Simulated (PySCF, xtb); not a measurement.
C₄H₇O₂, SMILES [CH]1COCCO1, multiplicity 2. Other conformers were not sampled.

Harmonic wavenumbers (cm⁻¹) from GFN2-xTB (xtb) at its own minimum, in rising order: 161, 221, 342, 439, 462, 514, 730, 881, 915, 942, 951, 1019, 1057, 1087, 1112, 1167, 1200, 1205, 1249, 1291, 1301, 1325, 1349, 1443, 1448, 1453, 2669, 2867, 2893, 2947, 2989, 3001, 3114.

Q: What does PBE0-D3(BJ)/def2-SVP (PySCF) give at its own minimum? (Estimate from the structure and the level; the computed values follow.)

A: 222, 251, 394, 453, 501, 555, 760, 887, 914, 936, 982, 1072, 1086, 1130, 1209, 1236, 1283, 1308, 1320, 1345, 1391, 1413, 1441, 1450, 1470, 1476, 2884, 2993, 3048, 3123, 3133, 3147, 3214. Paired by order, the mean absolute difference is 70 cm⁻¹ and the zero-point energies are 65.4 and 68.7 kcal/mol.
